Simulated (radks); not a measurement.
The numbers below are computed, except where a source is named.
Polarisability of the iodine ion I5+, [Kr] 4d10 5s2, at imaginary frequency. Code: a radial shooting solver on a logarithmic mesh with Libxc functionals. Model: scalar-relativistic Kohn-Sham, LDA (Slater exchange, Perdew-Wang correlation), spin-polarised, spherical densities, finite nucleus; Fermi nuclear charge, rms radius 4.75 fm. Response by self-consistent Sternheimer equations with the Hartree and adiabatic LDA kernel, the relativistic mass of each level held fixed and spin-orbit coupling left out.

| w (hartree) | alpha1(iw) (bohr^3) | alpha2(iw) (bohr^5) |
|---|---|---|
| 0.00266 | 5.690 | 10.73 |
| 0.0143 | 5.687 | 10.73 |
| 0.0360 | 5.674 | 10.72 |
| 0.0697 | 5.630 | 10.70 |
| 0.118 | 5.520 | 10.63 |
| 0.186 | 5.292 | 10.50 |
| 0.280 | 4.876 | 10.22 |
| 0.413 | 4.226 | 9.679 |
| 0.605 | 3.387 | 8.723 |
| 0.892 | 2.516 | 7.207 |
| 1.35 | 1.765 | 5.211 |
| 2.12 | 1.165 | 3.179 |
| 3.59 | 0.6654 | 1.608 |
| 6.94 | 0.2732 | 0.6209 |
| 17.5 | 0.06459 | 0.1298 |

Static values: alpha1 = 5.690 bohr^3 (0.8432 angstrom^3; uncoupled 10.35), alpha2 = 10.73 bohr^5, alpha3 = 41.29 bohr^7. C6 = 20.85, C8 = 243.2, triple-dipole C9 = 79.12 atomic units. One-pole (London) frequency 4 C6 / (3 alpha1^2) = 0.859 hartree, against 2.557 for minus the highest occupied eigenvalue.
